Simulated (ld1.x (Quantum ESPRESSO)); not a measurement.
## Building the ultrasoft potential for F (PBE, scalar-relativistic).

```
Element                 : fluorine (F)
Generator               : ld1.x (Quantum ESPRESSO) 7.5
Type                    : ultrasoft
Functional              : PBE
Relativity              : scalar-relativistic
Frozen core             : [He]
Valence charge          : 7
Reference configuration : 2s2 2p5
Partial waves           : 2s (bound): rcut 0.65, rcutus 0.85 bohr; 2s channel at 3.15 Ry: rcut 0.65, rcutus 0.85 bohr; 2p (bound): rcut 0.65, rcutus 0.85 bohr; 2p channel at -0.35 Ry: rcut 0.65, rcutus 0.85 bohr; 3d channel at 0.15 Ry: rcut 0.70, rcutus 0.85 bohr; 3d channel at 1.5 Ry: rcut 0.70, rcutus 0.85 bohr
Local potential         : all-electron potential smoothed inside 0.70 bohr (lloc = -1)
Core correction         : a·sin(br)/r model core inside 0.50 bohr
Augmentation charge     : PSQ, inside the norm-conserving radii
```

Poles of the logarithmic derivatives, all-electron (AE) and pseudo (PS). s: poles at no energy (AE) and no energy (PS) Ry. p: poles at no energy (AE) and no energy (PS) Ry. d: poles at no energy (AE) and no energy (PS) Ry. Test radius 0.95 bohr.

* Cutoffs needed: 100 Ry and 180 Ry (the cutoffs (Ry, on a coarse ladder) from which the occupation-weighted sum of valence levels, in a spherical-Bessel basis at the reference potential, stays within 10 and 1 mRy of its value at 400 Ry)
* Ghost test: no extra level below or beside the all-electron valence levels (s, p, d tested) (spherical-Bessel basis up to 400 Ry, 20 bohr box)
* Configuration tests: test run stopped at test 3 of 7 (negative rho)
* Lowest eigenvalue of the overlap operator: 0.32 (d channel)
* Density cutoff estimated by the generator: 796 Ry
